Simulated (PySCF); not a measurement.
SMILES CCC[CH2][Sn]([F])([F])[F], GFN2-xTB optimised geometry.

```
17

C      0.65    -2.85    -1.47
C     -0.32    -1.76    -1.04
C     -0.47    -0.69    -2.12
C     -1.47     0.36    -1.80
Sn    -0.74     1.63     0.00
F     -1.29     0.96     1.85
F      1.30     1.63     0.00
F     -1.28     3.59     0.00
H      0.30    -3.36    -2.37
H      0.76    -3.59    -0.68
H      1.63    -2.43    -1.67
H      0.05    -1.29    -0.13
H     -1.30    -2.20    -0.82
H      0.50    -0.25    -2.35
H     -0.83    -1.17    -3.05
H     -1.60     1.13    -2.56
H     -2.42    -0.01    -1.42
```

Density from B3LYP/def2-SVP, def2 effective core potentials past Kr (PySCF) at that geometry. The core electrons that the potentials of Sn replace are not part of the density.

Minimum of the electron density along straight lines between bonded atoms, close to the bond critical point (lines longer than 1.1 times the sum of covalent radii, or with two minima, are not listed):

```csv
bond,length / Å,ρ at the minimum / e bohr⁻³,∇²ρ there / e bohr⁻⁵,position (fraction from the first atom)
C1–C2,1.522,0.246,-0.57,0.50
C2–C3,1.526,0.246,-0.57,0.49
C3–C4,1.488,0.260,-0.62,0.48
C4–Sn5,2.319,…,…,0.49
Sn5–F6,2.038,0.086,0.44,0.52
Sn5–F7,2.039,0.085,0.44,0.52
Sn5–F8,2.035,0.086,0.44,0.52
C1–H9,1.088,0.277,-1.01,0.62
C1–H10,1.086,0.278,-1.03,0.63
C1–H11,1.087,0.278,-1.02,0.63
C2–H12,1.096,0.274,-0.98,0.62
C2–H13,1.092,0.277,-1.01,0.62
C3–H14,1.094,0.278,-1.02,0.63
C3–H15,1.099,0.271,-0.97,0.62
C4–H16,1.086,0.281,-1.08,0.64
C4–H17,1.086,0.281,-1.08,0.64
```

### Question
Fill in the missing entries.

### Answer

- C4–Sn5, ρ at the minimum / e bohr⁻³: 0.078
- C4–Sn5, ∇²ρ there / e bohr⁻⁵: 0.03
